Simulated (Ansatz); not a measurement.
Relaxation of F$_{3}$H$_{3}$OSiTi (9 atoms, charge 0, multiplicity 1), to a largest force component of 0.02 eV/Å in at most 40 steps.

Theory: RKS PBE0-D4/def2-SVP (Ansatz 0.2.0).

```xyz
9
Properties=species:S:1:pos:R:3
Ti 0.000 0.000 0.000
F 0.000 0.000 1.830
F 1.726 0.000 -0.609
F -0.862 1.493 -0.609
O -0.904 -1.567 -0.639
Si -1.786 -2.629 0.318
H -1.376 -2.483 1.712
H -3.209 -2.328 0.196
H -1.539 -3.999 -0.120
```

Task: Where does it end, and by what steps?

Result: It converged. The force dipped under the threshold on the way, but the program's further checks kept it going. After 11 steps the energy has fallen by 0.941 eV; O5 moved furthest, 0.90 Å.

```json
{"step": "0", "energy less start (eV)": "0.0000", "largest force component (eV/Å)": "3.045", "accepted": "yes"}
{"step": "1", "energy less start (eV)": "-0.7645", "largest force component (eV/Å)": "0.995", "accepted": "yes"}
{"step": "2", "energy less start (eV)": "-0.8482", "largest force component (eV/Å)": "0.275", "accepted": "yes"}
{"step": "3", "energy less start (eV)": "-0.8709", "largest force component (eV/Å)": "0.160", "accepted": "yes"}
{"step": "4", "energy less start (eV)": "-0.9001", "largest force component (eV/Å)": "0.211", "accepted": "yes"}
{"step": "5", "energy less start (eV)": "-0.9232", "largest force component (eV/Å)": "0.151", "accepted": "yes"}
{"step": "6", "energy less start (eV)": "-0.9329", "largest force component (eV/Å)": "0.232", "accepted": "yes"}
{"step": "7", "energy less start (eV)": "-0.9395", "largest force component (eV/Å)": "0.055", "accepted": "yes"}
{"step": "8", "energy less start (eV)": "-0.9405", "largest force component (eV/Å)": "0.008", "accepted": "yes"}
{"step": "9", "energy less start (eV)": "-0.9407", "largest force component (eV/Å)": "0.054", "accepted": "yes"}
{"step": "10", "energy less start (eV)": "-0.9408", "largest force component (eV/Å)": "0.037", "accepted": "yes"}
{"step": "11", "energy less start (eV)": "-0.9410", "largest force component (eV/Å)": "0.004", "accepted": "yes"}
```

```xyz
9
Properties=species:S:1:pos:R:3
Ti 0.056 0.108 0.077
F 0.467 0.703 1.655
F 1.509 -0.264 -0.794
F -0.835 1.325 -0.782
O -0.922 -1.334 0.231
Si -1.858 -2.718 0.389
H -1.812 -3.164 1.810
H -3.257 -2.394 -0.006
H -1.300 -3.774 -0.502
```

Whether the end is a true minimum wasn't checked by a vibrational analysis.

Time of the run: 73 s on 2 threads of Arm Neoverse V1, on a shared host, peak memory 0.32 GiB.
